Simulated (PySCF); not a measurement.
CHCl (SMILES [CH]Cl), singlet, geometry from GFN2-xTB; MP2/def2-SVPD (PySCF).

Here is a job for PySCF.
```python
from pyscf import gto, scf, mp

mol = gto.Mole()
mol.atom = '''
    C    -1.025550    0.511417    0.049250
    Cl    0.466701   -0.163191   -0.013230
    H    -1.780622   -0.294258   -0.070584
'''
mol.basis = 'def2-svpd'
mol.charge = 0
mol.spin = 0
mol.verbose = 5
mol.build()

mf = scf.RHF(mol)
mf.kernel()

pt = mp.MP2(mf, frozen=6)
pt.kernel()
print('E(MP2) = %.10f' % pt.e_tot)
```

The log (banner, timings and long lists left out):

```
PySCF version 2.14.0

[INPUT] verbose = 5
[INPUT] max_memory = 4000
[INPUT] num. atoms = 3
[INPUT] num. electrons = 24
[INPUT] charge = 0
[INPUT] spin (= nelec alpha-beta = 2S) = 0
[INPUT] symmetry False subgroup None
[INPUT] Mole.unit = angstrom
[INPUT] Symbol           X                Y                Z      unit          X                Y                Z       unit  Magmom
[...]
[INPUT] ---------------- BASIS SET ----------------
[INPUT] l, kappa, [nprim/nctr], expnt,             c_1 c_2 ...
[INPUT] Cl
[...]
                                1571.7365221      0.014754727977
                                357.12065523      0.066679112875
                                100.25185935      0.17228924084
                                30.812727554      0.158837861
[...]
                                5.7045760975      0.60841752753
                                2.3508376809      0.54352153355
[...]
                                72.102015515      -0.063563355471
                                22.532680262      -0.24016428276
                                7.8991765444      -0.47798866557
                                2.8767268321      -0.38515850005
[...]
[INPUT] H
[...]
                                1.9622572         0.13796524
                                0.44453796        0.47831935
[...]
[INPUT] C
[...]
                                186.29004992      0.040638409211
                                42.251176346      0.18025593888
                                11.676557932      0.46315121755
                                3.5930506482      0.44087173314
[...]
                                2.0103545142      0.21117025112
                                0.54771004707     0.51328172114
[...]
nuclear repulsion = 39.7890119259498
number of shells = 23
number of NR pGTOs = 85
number of NR cGTOs = 55
basis = def2-svpd
ecp = {}

******** <class 'pyscf.scf.hf.RHF'> ********
method = RHF
initial guess = minao
damping factor = 0
level_shift factor = 0
DIIS = <class 'pyscf.scf.diis.CDIIS'>
diis_start_cycle = 1
diis_space = 8
diis_damp = 0
SCF conv_tol = 1e-09
SCF conv_tol_grad = None
SCF max_cycles = 50
direct_scf = True
direct_scf_tol = 1e-13
Set gradient conv threshold to 3.16228e-05
Initial guess from minao.
E1 = -764.8289728364673  E2 = 227.30901341666078  Ecoul = 260.22980676247533  Exc = -32.92079334581456
init E= -497.730947493857
cond(S) = 4464.752067359579
[...]
  mo_energy =
[-1.04846945e+02 -1.12684660e+01 -1.06232534e+01 -8.09129548e+00
 -8.08808181e+00 -8.08806146e+00 -1.34387212e+00 -8.58727236e-01
 -5.47232071e-01 -4.91513605e-01 -4.51241893e-01 -1.82582856e-01
 -6.00805352e-02  9.91709778e-02  1.12647926e-01  1.34756072e-01
  1.40247502e-01  1.75398343e-01  2.35054480e-01  2.51660302e-01
  2.78610208e-01  3.02543970e-01  3.46188822e-01  3.51362224e-01
  3.73689285e-01  3.99026737e-01  4.05597611e-01  4.22113007e-01
  4.57527056e-01  4.92738565e-01  5.15542829e-01  5.16425508e-01
  5.67818861e-01  8.80250564e-01  9.22666526e-01  9.38350643e-01
  9.67448444e-01  1.04769290e+00  1.08476383e+00  1.13650335e+00
  1.16792298e+00  1.17313773e+00  1.29322062e+00  1.30986710e+00
  1.39708239e+00  1.47809218e+00  1.71663058e+00  1.74736523e+00
  1.82839700e+00  2.15783537e+00  2.18745926e+00  2.43486081e+00
  2.47491155e+00  2.61990684e+00  3.20477208e+00]
E1 = -763.7632481618656  E2 = 226.37249410677308  Ecoul = 259.27755006164654  Exc = -32.90505595487346
cycle= 1 E= -497.601742129143  delta_E= 0.129  |g|= 0.346  |ddm|= 1.79
[...]
  mo_energy =
[-1.04838799e+02 -1.15389114e+01 -1.06070533e+01 -8.08184834e+00
 -8.07813478e+00 -8.07639648e+00 -1.24471696e+00 -8.91893437e-01
 -6.65774716e-01 -5.59059867e-01 -5.42932133e-01 -4.09745953e-01
 -2.18666960e-02  9.72141385e-02  1.17159840e-01  1.36042094e-01
  1.41312342e-01  1.75799542e-01  2.21524854e-01  2.47779314e-01
  2.61738552e-01  2.92147993e-01  3.31225234e-01  3.39685421e-01
  3.65898597e-01  3.95771980e-01  3.95859584e-01  4.18277405e-01
[...]
  1.82879253e+00  2.14282611e+00  2.17679537e+00  2.42117361e+00
  2.47139845e+00  2.62055752e+00  3.20607523e+00]
E1 = -764.5497838870918  E2 = 227.11478761494845  Ecoul = 260.1102631181409  Exc = -32.99547550319244
cycle= 8 E= -497.645984346194  delta_E= -8.57e-08  |g|= 8.44e-05  |ddm|= 0.000997
[...]
  mo_energy =
[-1.04851908e+02 -1.13377536e+01 -1.06135823e+01 -8.08837458e+00
 -8.08588670e+00 -8.08443133e+00 -1.20082897e+00 -8.38871617e-01
 -6.26895616e-01 -5.32471212e-01 -5.26406443e-01 -3.72671530e-01
  4.41459820e-02  1.09121986e-01  1.12433559e-01  1.39278479e-01
  1.44026444e-01  1.88786710e-01  2.41381381e-01  2.74427562e-01
  2.76479614e-01  3.05045436e-01  3.48416240e-01  3.48428534e-01
  3.79301057e-01  4.06309801e-01  4.08436545e-01  4.30244727e-01
  4.65589162e-01  5.06886284e-01  5.22948427e-01  5.29297239e-01
  5.80212461e-01  8.76544157e-01  9.28892220e-01  9.31098085e-01
  9.72932120e-01  1.04658240e+00  1.08536731e+00  1.13516104e+00
  1.17794073e+00  1.18270092e+00  1.29376682e+00  1.31071016e+00
  1.40296651e+00  1.48953239e+00  1.70403093e+00  1.74922060e+00
  1.82879349e+00  2.14281922e+00  2.17679689e+00  2.42117029e+00
  2.47139933e+00  2.62055345e+00  3.20607566e+00]
E1 = -764.5498881704859  E2 = 227.11489189135938  Ecoul = 260.1103881405938  Exc = -32.99549624923441
cycle= 9 E= -497.645984353177  delta_E= -6.98e-09  |g|= 1.64e-05  |ddm|= 0.000322
[...]
  mo_energy =
[-1.04851902e+02 -1.13377483e+01 -1.06135773e+01 -8.08836972e+00
 -8.08588175e+00 -8.08442634e+00 -1.20082785e+00 -8.38870391e-01
 -6.26896042e-01 -5.32470222e-01 -5.26405470e-01 -3.72670158e-01
  4.41478824e-02  1.09122477e-01  1.12433168e-01  1.39278978e-01
  1.44027165e-01  1.88786809e-01  2.41381675e-01  2.74428693e-01
  2.76479529e-01  3.05045564e-01  3.48416565e-01  3.48428404e-01
  3.79301853e-01  4.06310728e-01  4.08436620e-01  4.30245042e-01
  4.65588877e-01  5.06886954e-01  5.22948548e-01  5.29297481e-01
  5.80212837e-01  8.76544606e-01  9.28893216e-01  9.31099261e-01
  9.72932468e-01  1.04658332e+00  1.08536868e+00  1.13516287e+00
  1.17794267e+00  1.18270280e+00  1.29376785e+00  1.31071098e+00
  1.40296833e+00  1.48953366e+00  1.70403087e+00  1.74922145e+00
  1.82879437e+00  2.14282065e+00  2.17679737e+00  2.42117058e+00
  2.47139972e+00  2.62055551e+00  3.20607630e+00]
E1 = -764.5498777732886  E2 = 227.1148814938975  Ecoul = 260.11037933779056  Exc = -32.99549784389305
cycle= 10 E= -497.645984353441  delta_E= -2.64e-10  |g|= 2.91e-06  |ddm|= 6.72e-05
[...]
  mo_energy =
[-1.04851904e+02 -1.13377504e+01 -1.06135785e+01 -8.08837102e+00
 -8.08588303e+00 -8.08442761e+00 -1.20082827e+00 -8.38870898e-01
 -6.26896509e-01 -5.32470751e-01 -5.26405836e-01 -3.72670962e-01
  4.41473806e-02  1.09122465e-01  1.12433198e-01  1.39278990e-01
  1.44027031e-01  1.88786718e-01  2.41381622e-01  2.74428340e-01
  2.76479497e-01  3.05045422e-01  3.48416489e-01  3.48428387e-01
  3.79301641e-01  4.06310447e-01  4.08436512e-01  4.30244836e-01
  4.65588754e-01  5.06886670e-01  5.22948363e-01  5.29297296e-01
  5.80212593e-01  8.76544187e-01  9.28892647e-01  9.31098445e-01
  9.72932343e-01  1.04658298e+00  1.08536821e+00  1.13516237e+00
  1.17794234e+00  1.18270249e+00  1.29376736e+00  1.31071052e+00
  1.40296797e+00  1.48953336e+00  1.70403065e+00  1.74922111e+00
  1.82879391e+00  2.14281981e+00  2.17679694e+00  2.42117006e+00
  2.47139924e+00  2.62055472e+00  3.20607576e+00]
E1 = -764.5498802868457  E2 = 227.114884007444  Ecoul = 260.11038225241725  Exc = -32.99549824497325
Extra cycle  E= -497.645984353452  delta_E= -1.07e-11  |g|= 1.23e-06  |ddm|= 7.14e-06
converged SCF energy = -497.645984353452

******** <class 'pyscf.mp.mp2.RMP2'> ********
nocc = 6, nmo = 49
frozen orbitals 6
transform (ia|jb) incore
E(RMP2) = -497.906963216031  E_corr = -0.260978862578748
E(SCS-RMP2) = -497.904207292397  E_corr = -0.258222938944769
E_corr(same-spin) = -0.0634058032496862
E_corr(oppo-spin) = -0.197573059329062
E(MP2) = -497.9069632160
```
